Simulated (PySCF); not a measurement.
## Working out the ionisation energy of Pd²⁺

Pd²⁺ [Kr] 4d8 (3F) → Pd³⁺ [Kr] 4d7 (4F). Computed with PySCF 2.14 in def2-TZVP with the def2 core potential (28 electrons), with a scalar-relativistic core potential. Frozen: 4s2 4p6. Energies in hartree (1 hartree = 27.21139 eV):

```csv
part,Pd²⁺ (lower),Pd³⁺ (upper)
UHF,-126.158662,-125.012430
MP2 opposite-spin,-0.094040,-0.060722
MP2 same-spin,-0.058860,-0.049193
```

Q: What does Hartree-Fock give?

A: (-125.012430) − (-126.158662) = 1.146232 hartree = 31.191 eV.

Q: What do MP2 and SCS-MP2 (6/5 opposite-spin, 1/3 same-spin) give?

A: The opposite-spin parts differ by 0.907 eV and the same-spin parts by 0.263 eV. MP2: 31.191 + (0.907) + (0.263) = 32.361 eV. SCS-MP2: 31.191 + 1.2 × (0.907) + (0.263)/3 = 32.367 eV.

Reference: 32.93 eV (semi-empirical (NIST evaluation); NIST Atomic Spectra Database, ionization energies), between the lowest levels; spin-orbit coupling is absent from the calculation.

What remains against the reference includes basis incompleteness, the frozen core and correlation beyond second order.
